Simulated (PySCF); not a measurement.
Simulated outer-valence photoelectron spectrum of `CB(O)Cl`. Level of theory: EOM-IP-CCSD/aug-cc-pVDZ in PySCF, restricted Hartree–Fock reference, 8 core orbitals frozen, non-relativistic, gas phase, PBE0-D3(BJ)/def2-SVP geometry.

Each root has a Gaussian of 0.5 eV full width with its one-hole share as area; cross sections and vibrations are left out, and the highest printed point is 100.

ionisation energy (eV), intensity and a bar:
```
     10.6          0 
     10.7          1 
     10.8          5 #
     10.9         12 ####
     11.0         26 ########
     11.1         44 #############
     11.2         61 ##################
     11.3         72 ######################
     11.4         75 #######################
     11.5         76 #######################
     11.6         75 ######################
     11.7         70 #####################
     11.8         60 ##################
     11.9         46 ##############
     12.0         39 ############
     12.1         42 #############
     12.2         52 ################
     12.3         61 ##################
     12.4         59 ##################
     12.5         46 ##############
     12.6         29 #########
     12.7         15 ####
     12.8          7 ##
     12.9          4 #
     13.0          8 ##
     13.1         17 #####
     13.2         33 ##########
     13.3         51 ###############
     13.4         67 ####################
     13.5         76 #######################
     13.6         79 ########################
     13.7         78 ########################
     13.8         75 ######################
     13.9         64 ###################
     14.0         47 ##############
     14.1         29 ########
     14.2         14 ####
     14.3          7 ##
     14.4          5 #
     14.5         10 ###
     14.6         21 ######
     14.7         37 ###########
     14.8         54 ################
     14.9         62 ###################
     15.0         61 ##################
     15.1         54 ################
     15.2         53 ################
     15.3         62 ###################
     15.4         79 ########################
     15.5         94 ############################
     15.6        100 ##############################
     15.7         94 ############################
     15.8         76 #######################
     15.9         53 ################
     16.0         31 #########
     16.1         15 ####
     16.2          6 ##
     16.3          2 
     16.4          0
```

**Question.** Where are the maxima, and how many lines lie under the curve?

**Answer.** 5 maxima, at 11.5, 12.3, 13.6, 14.9 and 15.6 eV, from 8 lines. At this width some lines have no maximum of their own.

**Question.** List the lines with their holes.

**Answer.** 
```json
{"E (eV)": "11.28", "leading hole (HF orbital)": "HOMO", "area": "0.96", "Koopmans (eV)": "12.09"}
{"E (eV)": "11.70", "leading hole (HF orbital)": "HOMO-1", "area": "0.95", "Koopmans (eV)": "12.48"}
{"E (eV)": "12.34", "leading hole (HF orbital)": "HOMO-2", "area": "0.95", "Koopmans (eV)": "13.47"}
{"E (eV)": "13.44", "leading hole (HF orbital)": "HOMO-3", "area": "0.95", "Koopmans (eV)": "14.76"}
{"E (eV)": "13.83", "leading hole (HF orbital)": "HOMO-4", "area": "0.96", "Koopmans (eV)": "14.80"}
{"E (eV)": "14.91", "leading hole (HF orbital)": "HOMO-5", "area": "0.95", "Koopmans (eV)": "16.00"}
{"E (eV)": "15.47", "leading hole (HF orbital)": "HOMO-6", "area": "0.95", "Koopmans (eV)": "16.58"}
{"E (eV)": "15.74", "leading hole (HF orbital)": "HOMO-7", "area": "0.94", "Koopmans (eV)": "17.56"}
```

The widest gap, 1.10 eV, lies between 12.34 and 13.44 eV. Only orbitals with −ε under 21 eV, eight at most, were ionised, so the high end of the curve may lack lines.

The values belong to the conformer `[CH3:1][B:2]([OH:3])[Cl:4]`: H–O3–B2–C1 1°.
